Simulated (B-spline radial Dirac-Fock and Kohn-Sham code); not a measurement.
Ionisation of each subshell: Sn⁺

System: tin as Sn⁺, configuration [Kr] 4d10 5s2 5p1, inside a Watson sphere of charge -1 and radius 2 Å (a model of the Madelung potential; inside it an electron's potential energy is raised by 7.2 eV); nuclear rms radius 4.6519 fm (A = 120).

These are calculated numbers from a B-spline atomic structure program; the model is Dirac-Fock ΔSCF + Breit + QED. Electron correlation is not included. Energies are counted from the vacuum level.

All terms are in eV, carry their sign (relaxation lowers the binding energy) and add up to the binding energy; ⟨r⟩ is the mean radius of the orbital in the initial state.

| subshell | −ε (Koopmans) | relaxation | Breit | self-energy | vacuum polarisation | binding energy | ⟨r⟩ (bohr) |
| --- | --- | --- | --- | --- | --- | --- | --- |
| 1s | 29371.3 | -65.80 | -63.66 | -37.20 | 4.91 | 29209.5 | 0.029 |
| 2s | 4527.0 | -35.37 | -5.86 | -4.54 | 0.56 | 4481.8 | 0.125 |
| 2p1/2 | 4215.9 | -38.80 | -9.94 | 0.33 | -0.02 | 4167.5 | 0.106 |
| 2p3/2 | 3984.2 | -37.63 | -6.54 | -0.09 | -0.03 | 3939.9 | 0.111 |
| 3s | 914.6 | -15.24 | -0.81 | -0.90 | 0.11 | 897.7 | 0.337 |
| 3p1/2 | 787.0 | -15.72 | -1.48 | 0.07 | -0.01 | 769.9 | 0.329 |
| 3p3/2 | 743.4 | -15.24 | -0.85 | -0.01 | -0.01 | 727.3 | 0.340 |
| 3d3/2 | 520.6 | -16.69 | -0.42 | 0.09 | -0.01 | 503.6 | 0.311 |
| 3d5/2 | 511.8 | -16.49 | -0.17 | 0.06 | -0.01 | 495.2 | 0.315 |
| 4s | 161.4 | -4.88 | -0.11 | -0.17 | 0.02 | 156.3 | 0.822 |
| 4p1/2 | 116.9 | -4.60 | -0.21 | 0.02 | 0.00 | 112.1 | 0.871 |
| 4p3/2 | 109.0 | -4.36 | -0.10 | 0.01 | 0.00 | 104.5 | 0.899 |
| 4d3/2 | 37.54 | -3.47 | 0.00 | 0.02 | 0.00 | 34.09 | 1.078 |
| 4d5/2 | 36.40 | -3.38 | 0.03 | 0.02 | 0.00 | 33.06 | 1.093 |
| 5s | 13.97 | -0.49 | -0.01 | -0.02 | 0.00 | 13.46 | 2.398 |
| 5p | 6.95 | -0.18 | -0.01 | 0.00 | 0.00 | 6.77 | 3.155 |

For the deepest level, K (1s), the Breit terms make up -0.218 % of the binding energy, QED -0.111 % and orbital relaxation -0.225 %.
